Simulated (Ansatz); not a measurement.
Species: sum formula SiN3H6Cl, net charge 0, singlet state. 
Structure (B3LYP-D3(BJ)/def2-TZVP (Ansatz, an electronic-structure program) minimum search):
```
Si
N 1 1.7001
H 2 1.0071 1 120.27
H 2 1.0071 3 112.31 1 -150.51
N 1 1.7082 2 105.36 3 171.82
H 5 1.0063 1 120.97 2 154.56
H 5 1.0074 6 112.33 1 -153.35
N 1 1.7082 2 105.36 3 40.01
H 8 1.0063 1 120.97 2 -154.56
H 8 1.0074 9 112.33 1 153.35
Cl 1 2.0877 2 118.17 3 -74.08
```
Charge 0, spin multiplicity 1.

Basis-set convergence of Hartree-Fock and MP2 correlation energies (hartree) with Ansatz. Cores are frozen in the correlated levels unless marked. No spin-orbit coupling. No relativistic terms.

```json
[
 {"basis": "aug-cc-pV(D+d)Z", "functions": "187", "E(HF)": "-915.48648", "E(corr, MP2)": "-0.79821"},
 {"basis": "aug-cc-pV(T+d)Z", "functions": "386", "E(HF)": "-915.56268", "E(corr, MP2)": "-0.97356"},
 {"basis": "aug-cc-pV(Q+d)Z", "functions": "694", "E(HF)": "-915.57958", "E(corr, MP2)": "-1.03805"}
]
```

Extrapolating the two largest sets (X = 3 and 4) as X^-3: E(corr) = (64·(-1.03805) - 27·(-0.97356))/37 = -1.0851 Eh, an estimate of the basis-set limit. The largest set recovers 95.7 % of it, the smallest 73.6 %.
